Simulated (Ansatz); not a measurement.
`F[Si](F)(F)[GeH3]`, charge 0, multiplicity 1.

(1) Give a relaxed structure at PBE0-D4/def2-TZVP (Ansatz 0.2.0). (An estimate is asked.)

## Answers

(1) Computed: 
Z-matrix (Å, degrees):
```
Si
F 1 1.581
F 1 1.581 2 107.0
F 1 1.581 2 107.0 3 -114.4
Ge 1 2.364 2 111.9 3 122.8
H 5 1.533 1 109.1 2 -179.3
H 5 1.533 1 109.1 2 60.7
H 5 1.533 1 109.1 2 -59.3
```
Point group C3v.
